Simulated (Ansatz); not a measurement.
Relaxation of CHOSe (4 atoms, charge 0, multiplicity 2), to a largest force component of 0.02 eV/Å in at most 50 steps.

Theory: Ansatz 0.2.0, UKS PBE0/def2-SVPD.

```xyz
4
Properties=species:S:1:pos:R:3
O -0.803 0.181 -0.197
C 0.477 0.028 0.012
Se 1.314 -1.134 0.979
H 0.668 0.880 -0.641
```

Task: Where does it end, and by what steps?

Result: The run converged. After 7 steps the energy has fallen by 1.543 eV; H4 moved furthest, 0.25 Å.

```csv
step,energy less start (eV),largest force component (eV/Å),accepted
0,0.0000,7.455,yes
1,-0.7990,5.518,yes
2,-1.2054,8.780,yes
3,-1.4308,3.163,yes
4,-1.4112,1.941,no
5,-1.5428,0.110,yes
6,-1.5434,0.023,yes
7,-1.5434,0.008,yes
```

```xyz
4
Properties=species:S:1:pos:R:3
O -0.901 0.075 -0.118
C 0.292 0.118 -0.070
Se 1.354 -1.107 0.954
H 0.912 0.869 -0.614
```

Whether the end is a true minimum wasn't checked by a vibrational analysis.

The run took 24 s on 2 threads of Intel(R) Xeon(R) CPU @ 2.60GHz (Ice Lake) (shared host), peak memory 0.28 GiB.
